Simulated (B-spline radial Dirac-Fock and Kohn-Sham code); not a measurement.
# Relativistic shifts of the levels of Pb²³⁺

System: the Pb²³⁺ ion, [Kr] 4d10 4f13.

Both columns are ΔSCF binding energies of the configuration average from a radial atomic solver: non-relativistic Hartree-Fock with a point nucleus, and Dirac-Fock with a finite nucleus and the Coulomb interaction alone, averaged over the two j levels with weights 2j+1.

```
shell  Hartree-Fock (eV)  Dirac-Fock (eV)  shift (eV)  shift (%)
   1s            80136.8          89133.3    +8996.55     +11.23
   2s            14122.5          16560.1    +2437.56     +17.26
   2p            13600.4          14433.2     +832.82      +6.12
   3s             3863.0           4484.8     +621.73     +16.09
   3p             3615.2           3856.9     +241.78      +6.69
   3d             3158.3           3145.4      -12.88      -0.41
   4s             1323.1           1492.5     +169.43     +12.81
   4p             1212.6           1279.5      +66.82      +5.51
   4d             1010.0           1011.4       +1.47      +0.15
   4f              735.9            724.2      -11.68      -1.59
```

Relativity binds 1s, 2s, 2p, 3s, 3p, 4s, 4p, 4d more strongly, among those listed most of all 2s in relative terms, and 3d, 4f more weakly, because the contracted s and p shells screen the nucleus better.

Values without a named source are computed, but for edge energies of neutral atoms, which are taken from tables.
